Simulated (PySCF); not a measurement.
A GIAO shielding run with PySCF 2.14.0 with density-fitted response routines (density fitting, non-relativistic, gas phase) on `C=CCC1=C[C@@H](C)[SiH2][SiH2]1`, C₇H₁₄Si₂:

```
$ OMP_NUM_THREADS=1 python probes_run.py task.json out

{"job": {"kind": "nmr", "xc": "PBE0", "basis": "pcSseg-1"}, "charge": 0, "multiplicity": 1}
C      3.515838    -0.926207    -0.642759
C      2.530422    -0.058608    -0.773435
C      1.928625     0.721775     0.353834
C      0.484122     0.331088     0.517363
C     -0.507996     1.118140     0.106506
C     -1.969280     0.780517     0.177889
C     -2.556215     0.790910    -1.235868
Si    -2.220255    -0.909835     1.070379
Si     0.031864    -1.340246     1.278972
H      3.975117    -1.120504     0.312980
H      3.911452    -1.472815    -1.482235
H      2.078057     0.118172    -1.741468
H      2.475118     0.515458     1.276758
H      2.006608     1.791485     0.131706
H     -0.287811     2.085318    -0.341329
H     -2.464079     1.582772     0.739019
H     -2.366614     1.743304    -1.731449
H     -2.109586     0.000811    -1.836945
H     -3.631685     0.631578    -1.204319
H     -3.012770    -0.687783     2.287172
H     -3.032252    -1.788155     0.219592
H      0.617205    -2.446057     0.509751
H      0.599363    -1.434132     2.631785
```

Hardware: 1 thread of an Arm Neoverse N1, shared host. The job also computes population analyses, field gradients, ring-centre shieldings.

Question: How large is the calculation?

Answer: 84 electrons, 237 basis functions and 1271 auxiliary functions.

Question: How long does it take, and how much memory does it need?

Answer: 110 s of wall time, with 14 SCF cycles and 5 response iterations; peak memory 1.1 GiB. Times on a shared host scatter by some tens of per cent.
